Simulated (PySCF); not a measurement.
Species: C3H8Cl2O2Si.
Atom-mapped SMILES: `[CH3:1][O:2][SiH2:3][O:4][CH2:5][CH:6]([Cl:7])[Cl:8]` (hydrogens: H9, H10, H11 on C1; H12, H13 on Si3; H14, H15 on C5; H16 on C6)

Method: PBE0-D3(BJ)/def2-SVP geometry optimisation, gas phase in PySCF 2.14.0; density fitting, grid level 1; the optimiser is geomeTRIC in internal coordinates, started from a GFN2-xTB structure.

At the end of the run (lengths in Å): Si3–O4 1.670, O2–Si3 1.651, Si3–H13 1.491, Si3–H12 1.484, C6–Cl7 1.783, C1–H11 1.105, C1–H10 1.101, O2–Si3–O4 110.5°, Si3–O4–C5 127.9°, C1–O2–Si3 128.9°, Cl7–C6–Cl8 111.1°, C1–O2–Si3–O4 103°, O2–Si3–O4–C5 -19°, Si3–O4–C5–C6 -96°, H12–Si3–O2–C1 -142°, H9–C1–O2–Si3 -98°.

Problem. These geometries were met on the way; a selection of coordinates is given. Order them by energy above the end point, lowest first.
A. Si3–O4 1.673, O2–Si3 1.658, Si3–H13 1.492, Si3–H12 1.486, C6–Cl7 1.778, C1–H11 1.104, C1–H10 1.100, O2–Si3–O4 107.4°, Si3–O4–C5 124.5°, C1–O2–Si3 126.1°, Cl7–C6–Cl8 111.1°, C1–O2–Si3–O4 124°, O2–Si3–O4–C5 -13°, Si3–O4–C5–C6 -101°, H12–Si3–O2–C1 -120°, H9–C1–O2–Si3 -51°
B. Si3–O4 1.669, O2–Si3 1.652, Si3–H13 1.491, Si3–H12 1.483, C6–Cl7 1.783, C1–H11 1.105, C1–H10 1.101, O2–Si3–O4 110.9°, Si3–O4–C5 128.7°, C1–O2–Si3 127.7°, Cl7–C6–Cl8 111.1°, C1–O2–Si3–O4 102°, O2–Si3–O4–C5 -22°, Si3–O4–C5–C6 -93°, H12–Si3–O2–C1 -143°, H9–C1–O2–Si3 -105°
C. Si3–O4 1.666, O2–Si3 1.656, Si3–H13 1.493, Si3–H12 1.492, C6–Cl7 1.786, C1–H11 1.107, C1–H10 1.102, O2–Si3–O4 105.9°, Si3–O4–C5 129.3°, C1–O2–Si3 128.2°, Cl7–C6–Cl8 111.5°, C1–O2–Si3–O4 175°, O2–Si3–O4–C5 -29°, Si3–O4–C5–C6 -89°, H12–Si3–O2–C1 -68°, H9–C1–O2–Si3 -60°
D. Si3–O4 1.626, O2–Si3 1.620, Si3–H13 1.462, Si3–H12 1.455, C6–Cl7 1.769, C1–H11 1.092, C1–H10 1.091, O2–Si3–O4 105.5°, Si3–O4–C5 129.1°, C1–O2–Si3 129.0°, Cl7–C6–Cl8 109.5°, C1–O2–Si3–O4 180°, O2–Si3–O4–C5 -35°, Si3–O4–C5–C6 -86°, H12–Si3–O2–C1 -70°, H9–C1–O2–Si3 -62°
E. Si3–O4 1.670, O2–Si3 1.654, Si3–H13 1.490, Si3–H12 1.483, C6–Cl7 1.784, C1–H11 1.103, C1–H10 1.101, O2–Si3–O4 109.9°, Si3–O4–C5 127.7°, C1–O2–Si3 128.7°, Cl7–C6–Cl8 111.2°, C1–O2–Si3–O4 101°, O2–Si3–O4–C5 -19°, Si3–O4–C5–C6 -103°, H12–Si3–O2–C1 -144°, H9–C1–O2–Si3 -47°

Solution. B (0.004 eV), E (0.017 eV), A (0.038 eV), C (0.082 eV), D (0.206 eV).

```csv
step,E above end (eV),"rms distance from the end, all atoms (Å)",largest force (eV/Å),rms shift of all bonds from the end (Å)
21,0.004,0.072,0.068,0.001
11,0.017,0.387,0.049,0.001
7,0.038,0.509,0.270,0.004
1,0.082,0.800,0.179,0.004
0,0.206,0.820,1.103,0.019
```

Rows stand in the order of the answer.
